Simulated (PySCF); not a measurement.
PySCF input (HF/def2-TZVPD):

```python
from pyscf import gto, scf, dft

mol = gto.M(
    atom='''
    C     1.59719030    0.19850803    0.10445867
    C     0.46338925   -0.77883048   -0.19216156
    C    -0.87644889   -0.31779276    0.33616147
    F    -1.25734084    0.87869393   -0.28533279
    H     1.39387359    1.17385583   -0.33824818
    H     1.72301410    0.33829457    1.18087625
    H     2.54353264   -0.16490323   -0.29846995
    H     0.37565548   -0.94347248   -1.26960819
    H     0.67488599   -1.75442217    0.25804690
    H    -0.83724573   -0.12031814    1.41107334
    H    -1.66243247   -1.04858841    0.13357339
    ''',
    basis='def2-tzvpd',
    charge=0,
    spin=0,
    verbose=4,
)

mf = scf.RHF(mol).density_fit(auxbasis='def2-universal-jkfit')
mf.conv_tol = 1e-9
mf.max_cycle = 100
mf.max_memory = 1500
mf.kernel()
if not mf.converged:
    mf = mf.newton()
    mf.kernel(mf.make_rdm1())
mf.analyze()
```

Output:

```
PySCF version 2.14.0

[INPUT] verbose = 4
[INPUT] num. atoms = 11
[INPUT] num. electrons = 34
[INPUT] charge = 0
[INPUT] spin (= nelec alpha-beta = 2S) = 0
[INPUT] symmetry False subgroup None
[INPUT] Mole.unit = angstrom
[INPUT] Symbol           X                Y                Z      unit          X                Y                Z       unit  Magmom
[INPUT]  1 C      1.597190300000   0.198508030000   0.104458670000 AA    3.018252235812   0.375125810227   0.197398277636 Bohr   0.0
[INPUT]  2 C      0.463389250000  -0.778830480000  -0.192161560000 AA    0.875678771568  -1.471776304664  -0.363132720069 Bohr   0.0
[INPUT]  3 C     -0.876448890000  -0.317792760000   0.336161470000 AA   -1.656248364279  -0.600541280770   0.635253111931 Bohr   0.0
[INPUT]  4 F     -1.257340840000   0.878693930000  -0.285332790000 AA   -2.376029832831   1.660490875018  -0.539200827458 Bohr   0.0
[INPUT]  5 H      1.393873590000   1.173855830000  -0.338248180000 AA    2.634039337364   2.218266028424  -0.639196422333 Bohr   0.0
[INPUT]  6 H      1.723014100000   0.338294570000   1.180876250000 AA    3.256024757764   0.639284086728   2.231532699503 Bohr   0.0
[INPUT]  7 H      2.543532640000  -0.164903230000  -0.298469950000 AA    4.806580078492  -0.311621941756  -0.564026461913 Bohr   0.0
[INPUT]  8 H      0.375655480000  -0.943472480000  -1.269608190000 AA    0.709885974392  -1.782904593264  -2.399211764605 Bohr   0.0
[INPUT]  9 H      0.674885990000  -1.754422170000   0.258046900000 AA    1.275349686406  -3.315377408165   0.487637968293 Bohr   0.0
[INPUT] 10 H     -0.837245730000  -0.120318140000   1.411073340000 AA   -1.582165128662  -0.227368332417   2.666542154275 Bohr   0.0
[INPUT] 11 H     -1.662432470000  -1.048588410000   0.133573390000 AA   -3.141542068884  -1.981544912293   0.252417124630 Bohr   0.0

nuclear repulsion = 130.196011733497
number of shells = 88
number of NR pGTOs = 288
number of NR cGTOs = 214
basis = def2-tzvpd
ecp = {}

******** <class 'pyscf.df.df_jk.DFRHF'> ********
method = DFRHF
initial guess = minao
damping factor = 0
level_shift factor = 0
DIIS = <class 'pyscf.scf.diis.CDIIS'>
diis_start_cycle = 1
diis_space = 8
diis_damp = 0
SCF conv_tol = 1e-09
SCF conv_tol_grad = None
SCF max_cycles = 100
direct_scf = False
Set gradient conv threshold to 3.16228e-05
Initial guess from minao.
******** <class 'pyscf.df.df.DF'> ********
auxbasis = def2-universal-jkfit
init E= -217.565817434364
  HOMO = -0.352400790924043  LUMO = 0.056923047383306  gap/eV = 11.13827
cycle= 1 E= -217.13130726699  delta_E= 0.435  |g|= 0.55  |ddm|= 2.22
  HOMO = -0.492036361601287  LUMO = 0.0671601025986054  gap/eV = 15.21651
cycle= 2 E= -217.187562197058  delta_E= -0.0563  |g|= 0.328  |ddm|= 0.901
  HOMO = -0.484676909524517  LUMO = 0.0738682568383742  gap/eV = 15.19879
cycle= 3 E= -217.203901925757  delta_E= -0.0163  |g|= 0.0567  |ddm|= 0.226
  HOMO = -0.481220009525193  LUMO = 0.0753681868788449  gap/eV = 15.14554
cycle= 4 E= -217.204826750546  delta_E= -0.000925  |g|= 0.0123  |ddm|= 0.115
  HOMO = -0.484416181101392  LUMO = 0.0752240227870643  gap/eV = 15.22859
cycle= 5 E= -217.204872487657  delta_E= -4.57e-05  |g|= 0.00292  |ddm|= 0.0222
  HOMO = -0.484174172832575  LUMO = 0.0752333059699576  gap/eV = 15.22225
cycle= 6 E= -217.204876273379  delta_E= -3.79e-06  |g|= 0.000896  |ddm|= 0.0082
  HOMO = -0.484285897269459  LUMO = 0.0752420275380535  gap/eV = 15.22553
[...]
cycle= 10 E= -217.204876712492  delta_E= -1.08e-10  |g|= 3.88e-06  |ddm|= 6.72e-05
  HOMO = -0.484269209582991  LUMO = 0.0752439938321166  gap/eV = 15.22513
Extra cycle  E= -217.204876712501  delta_E= -8.19e-12  |g|= 1.69e-06  |ddm|= 1.46e-05
converged SCF energy = -217.204876712501
**** SCF Summaries ****
Total Energy =                        -217.204876712500663
Nuclear Repulsion Energy =             130.196011733497471
One-electron Energy =                 -555.531976788103293
Two-electron Energy =                  208.131088342105130
Two-electron Coulomb Energy =          236.306466103693879
DFT Exchange-Correlation Energy =      -28.175377761588749
HOMO-LUMO gap [eV] =                    15.225129761415268
**** MO energy ****
MO #1   energy= -26.2667490596698  occ= 2
MO #2   energy= -11.3034682137557  occ= 2
MO #3   energy= -11.2300804082558  occ= 2
MO #4   energy= -11.2161587450723  occ= 2
MO #5   energy= -1.57454716283435  occ= 2
MO #6   energy= -1.06635328448434  occ= 2
MO #7   energy= -0.936847544327449 occ= 2
MO #8   energy= -0.819597339935033 occ= 2
MO #9   energy= -0.695971721054492 occ= 2
MO #10  energy= -0.691725391355177 occ= 2
MO #11  energy= -0.650395484821281 occ= 2
MO #12  energy= -0.600723582733583 occ= 2
MO #13  energy= -0.57217788336192  occ= 2
MO #14  energy= -0.542064662943016 occ= 2
MO #15  energy= -0.497801473624462 occ= 2
MO #16  energy= -0.485971863881847 occ= 2
MO #17  energy= -0.484269209582991 occ= 2
MO #18  energy= 0.0752439938321166 occ= 0
MO #19  energy= 0.0907898291634434 occ= 0
MO #20  energy= 0.0957623834747759 occ= 0
MO #21  energy= 0.116999112251451  occ= 0
MO #22  energy= 0.140833933418682  occ= 0
MO #23  energy= 0.14888838198061   occ= 0
MO #24  energy= 0.156998759092732  occ= 0
MO #25  energy= 0.166330209339316  occ= 0
MO #26  energy= 0.174679323170982  occ= 0
MO #27  energy= 0.204884937678013  occ= 0
MO #28  energy= 0.206402318962997  occ= 0
MO #29  energy= 0.215791955878896  occ= 0
MO #30  energy= 0.229625235928877  occ= 0
MO #31  energy= 0.233056413282048  occ= 0
MO #32  energy= 0.244821357486911  occ= 0
MO #33  energy= 0.250983514934025  occ= 0
MO #34  energy= 0.28460908118119   occ= 0
MO #35  energy= 0.296075626410489  occ= 0
MO #36  energy= 0.318484005574296  occ= 0
MO #37  energy= 0.322201989517176  occ= 0
MO #38  energy= 0.328399127579897  occ= 0
MO #39  energy= 0.335675528257062  occ= 0
MO #40  energy= 0.340190152529385  occ= 0
MO #41  energy= 0.352157950752525  occ= 0
MO #42  energy= 0.362434643280901  occ= 0
MO #43  energy= 0.371584838976823  occ= 0
MO #44  energy= 0.378453859641287  occ= 0
MO #45  energy= 0.382275657019358  occ= 0
MO #46  energy= 0.385593342860615  occ= 0
MO #47  energy= 0.396566491848689  occ= 0
MO #48  energy= 0.404064088806984  occ= 0
MO #49  energy= 0.410285548861905  occ= 0
MO #50  energy= 0.421237892142515  occ= 0
MO #51  energy= 0.431019479229518  occ= 0
MO #52  energy= 0.44489215677927   occ= 0
MO #53  energy= 0.451119473489741  occ= 0
MO #54  energy= 0.454180980096275  occ= 0
MO #55  energy= 0.468632466993118  occ= 0
MO #56  energy= 0.481108923725069  occ= 0
MO #57  energy= 0.491624973772777  occ= 0
MO #58  energy= 0.501299422047985  occ= 0
MO #59  energy= 0.504847062459408  occ= 0
MO #60  energy= 0.50791995476834   occ= 0
MO #61  energy= 0.51412471693796   occ= 0
MO #62  energy= 0.521586922350258  occ= 0
MO #63  energy= 0.533076411130076  occ= 0
MO #64  energy= 0.551272505729974  occ= 0
MO #65  energy= 0.552981909185524  occ= 0
MO #66  energy= 0.56508770363757   occ= 0
MO #67  energy= 0.571521117493837  occ= 0
MO #68  energy= 0.591067398343883  occ= 0
MO #69  energy= 0.601740173175467  occ= 0
MO #70  energy= 0.633118396791501  occ= 0
MO #71  energy= 0.637870907790627  occ= 0
MO #72  energy= 0.702251259898059  occ= 0
MO #73  energy= 0.739096920054518  occ= 0
MO #74  energy= 0.745936228330483  occ= 0
MO #75  energy= 0.759843322220075  occ= 0
MO #76  energy= 0.784533071667136  occ= 0
MO #77  energy= 0.803440602175757  occ= 0
MO #78  energy= 0.807881791606345  occ= 0
MO #79  energy= 0.818314729783079  occ= 0
MO #80  energy= 0.832460568204942  occ= 0
MO #81  energy= 0.846393785587938  occ= 0
MO #82  energy= 0.861791226794714  occ= 0
MO #83  energy= 0.872687785635804  occ= 0
MO #84  energy= 0.87777678470036   occ= 0
MO #85  energy= 0.882315054491396  occ= 0
MO #86  energy= 0.887883420421979  occ= 0
MO #87  energy= 0.900740556384133  occ= 0
MO #88  energy= 0.903707232302889  occ= 0
MO #89  energy= 0.924344096728846  occ= 0
MO #90  energy= 0.930962852893936  occ= 0
MO #91  energy= 0.979244077764292  occ= 0
MO #92  energy= 0.992414089045983  occ= 0
MO #93  energy= 0.997126163394454  occ= 0
MO #94  energy= 1.04125402036247   occ= 0
MO #95  energy= 1.12030988303888   occ= 0
MO #96  energy= 1.14186236407236   occ= 0
MO #97  energy= 1.1631106743957    occ= 0
MO #98  energy= 1.19335447362181   occ= 0
MO #99  energy= 1.21397932064431   occ= 0
MO #100 energy= 1.25489875977844   occ= 0
MO #101 energy= 1.30138102012568   occ= 0
MO #102 energy= 1.35979951290524   occ= 0
MO #103 energy= 1.37255891778941   occ= 0
MO #104 energy= 1.38975653785272   occ= 0
MO #105 energy= 1.43135646218571   occ= 0
MO #106 energy= 1.43770874020701   occ= 0
MO #107 energy= 1.45607258207982   occ= 0
[...]
```
